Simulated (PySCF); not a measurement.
CH₈GaN, singlet, PBE0/def2-SVP optimised geometry.

```
11

Ga    -0.16    -1.29     0.00
H      1.43    -1.29     0.00
H     -0.89    -1.60    -1.38
C     -1.09    -1.78     1.69
H     -1.04    -2.87     1.84
H     -2.16    -1.51     1.67
H     -0.64    -1.31     2.57
N     -0.44     0.86     0.00
H     -1.43     1.10    -0.01
H     -0.01     1.27    -0.82
H     -0.02     1.29     0.82
```

Density from PBE0/def2-TZVP in PySCF at that geometry.

Minimum of the electron density along straight lines between bonded atoms, close to the bond critical point (lines longer than 1.1 times the sum of covalent radii, or with two minima, are not listed):

| bond | length / Å | ρ at the minimum / e bohr⁻³ | ∇²ρ there / e bohr⁻⁵ | position (fraction from the first atom) |
|---|---|---|---|---|
| Ga1–H2 | 1.589 | 0.109 | 0.16 | 0.59 |
| Ga1–H3 | 1.589 | 0.109 | 0.16 | 0.59 |
| Ga1–C4 | 1.990 | 0.109 | 0.20 | 0.47 |
| C4–H5 | 1.103 | 0.264 | -0.85 | 0.64 |
| C4–H6 | 1.102 | 0.264 | -0.85 | 0.64 |
| C4–H7 | 1.102 | 0.264 | -0.85 | 0.64 |
| N8–H9 | 1.020 | 0.333 | -1.66 | 0.74 |
| N8–H10 | 1.020 | 0.333 | -1.67 | 0.74 |
| N8–H11 | 1.020 | 0.333 | -1.66 | 0.74 |
